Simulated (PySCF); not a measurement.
Unknown compound

The spectra below were simulated for a compound C6H9N.

$^{1}$H NMR (400 MHz, computed): δ 6.09 (m, 1H), 6.07 (m, 1H), 2.38 (sept, 1H), 1.24 (d, 6H).

$^{13}$C{$^{1}$H} NMR (computed): δ 139.4 (C), 136.1 (CH2), 122.5 (C), 41.2 (CH), 24.0 (CH3).

PySCF calculation with GFN2-xTB geometry and PBE0/pcSseg-1 with gauge-including orbitals; a single conformation, one averaged value for each set of equivalent atoms, relativity neglected, no solvent.

Chemical shifts δ = σref − σ; TMS for $^{1}$H (σ = 31.72 ppm) and $^{13}$C (σ = 186.93 ppm), all at this level.

Question: Propose a structure and justify it.

Answer: 
Rings plus π bonds: 3 (no ring in the answer). 5 carbon signals for 6 carbons: some carbons are equivalent by symmetry or fast rotation. Carbon types of the structure: 2 × C, 1 × CH, 1 × CH2, 2 × CH3, which accounts for all hydrogens. δC 139.4: fully substituted alkene carbon; as expected for a trigonal carbon in a double bond. δC 136.1: terminal =CH2 carbon; the olefinic region. δC 122.5: nitrile carbon; C≡N carbons fall here, among the sp2 signals but without a proton. δC 41.2: allylic sp3 CH; a saturated carbon with 3 carbon neighbours and no heteroatom attached. δC 24.0: methyl carbon; aliphatic region, no heteroatom directly attached. δH 6.09, 6.07: hydrogen on a terminal =CH2 carbon; attached to an sp2 carbon and in the plane of the double bond. δH 2.38: hydrogen on an allylic sp3 CH; allylic position.

These data were computed for `InChI=1S/C6H9N/c1-5(2)6(3)4-7/h5H,3H2,1-2H3`.

This is the structure that produced the data.

Shifts are as computed. Against solution values, carbons near 30 ppm lie about +3 ppm off and those near 130 ppm about +5 ppm. Of 1211 compounds with measured shifts, 218 miss one by over three times the rms of a fit or turn the order of signals round; such compounds aren't used in these exercises. No couplings were computed; multiplicities are counted from neighbouring protons, with m where these are inequivalent, close in shift, in a saturated or five-membered ring or joined by F or P, and br s for small geminal =CH2 splittings.
